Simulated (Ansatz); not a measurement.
Ansatz (a program for electronic structure) input (PBE/def2-TZVPP):

Ansatz 0.2 input:
```yaml
crystal:
  periodic: [false, false, false]
  atoms:
    - {symbol: N, position_ang: [0.00000000, 0.00000000, 0.00000000]}
basis:
  gaussian:
    orbitals: def2-TZVPP
    final_grid: {core_spheres: 4, valence_spheres: 3, degree: 11}
hamiltonian:
  xc: {name: PBE}
magnetization: {spin_polarized: true, initial_magnetization: 3}
scf: {lower_state_search: full}
```

Output:

```
Functional definition: PBE
integrals: 0.00 GiB planned
155 factors; their error is unknown
mean field: 0.06 GiB planned
mean field evaluation 1: about -1483.5577 eV, gradient 8.9e0 eV
mean field evaluation 2: about -1483.6137 eV, gradient 8.0e0 eV
mean field evaluation 4: about -1483.8956 eV, gradient 2.7e-3 eV
mean field evaluation 8: about -1483.9008 eV, gradient 1.0e-3 eV
mean field evaluation 16: about -1483.2077 eV, gradient 1.0e1 eV
mean field evaluation 32: about -1483.9007 eV, gradient 1.4e-1 eV
mean field -1483.90075495 eV, -54.5323469204 hartree, gradient 3.5e-6 eV, S^2 3.752565; 2 other end points of the search recorded, 0 dependent functions left out
reference -1483.90075544 eV, -54.5323469384 hartree; 5, 2 occupied and 26, 29 virtual orbitals, 155 factors
Total energy: -1483.90075544 eV, -54.5323469384 hartree
```
